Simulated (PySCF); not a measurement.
Sn(F)2(SiH3)2, SMILES [F][Sn]([F])([SiH3])[SiH3] (H6F2Si2Sn) (PBE0/def2-SVP optimised geometry):

```
11

F      0.531     1.868    -1.467
Sn     0.008     0.699     0.000
F      0.523     1.769     1.543
Si    -2.570     0.699     0.000
Si     1.670    -1.273    -0.067
H     -3.048    -0.012     1.222
H     -3.054    -0.013    -1.219
H     -3.032     2.115     0.000
H      3.054    -0.721    -0.095
H      1.464    -2.115     1.148
H      1.402    -2.083    -1.291
```

Computed with PBE0/def2-TZVP, def2 effective core potentials past Kr in PySCF 2.14.0.

What are the frontier orbital energies and the dipole moment?

HOMO-2 -10.40 eV, HOMO-1 -9.71 eV, HOMO -8.03 eV, LUMO -1.34 eV, LUMO+1 -1.29 eV; dipole moment 4.25 D.

On the same geometry PBE/def2-TZVP, def2 effective core potentials past Kr (PySCF) gives HOMO-2 -8.43 eV, HOMO-1 -8.22 eV, HOMO -6.91 eV, LUMO -2.12 eV, LUMO+1 -2.05 eV; dipole moment 3.98 D.
